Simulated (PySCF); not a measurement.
## Diatomics of C with group 14

r²SCAN with double-zeta basis sets in PySCF, for the lowest determinant that a PBE0 search found; no spin–orbit coupling. De refers to high-spin ground-configuration atoms. A positive dipole means M(−)C(+).

```csv
M,basis,state (unpaired electrons),Re (Å),ωe (cm⁻¹),De (eV),μ (D)
C,aug-cc-pVDZ,"triplet (σ ↑, π ↑)",1.319,1687,6.18,n/a
Si,cc-pV(D+d)Z/cc-pVDZ,"triplet (σ ↑, π ↑)",1.726,969,4.41,-1.28
Ge,aug-cc-pVDZ-PP/aug-cc-pVDZ,"triplet (σ ↑, π ↑)",1.808,790,3.89,-1.82
```

The shortest bond is that of C2 (1.319 Å), the longest that of GeC (1.808 Å). C2 is bound most strongly (6.18 eV) and GeC least (3.89 eV).

The rows differ in basis set, which adds steps of its own.

Down a group the atoms grow and get heavier, so bonds lengthen and wavenumbers fall; this series shows no clear exception.

Spin–orbit coupling is left out. States were picked by a PBE0 search and need not be the measured ground states.
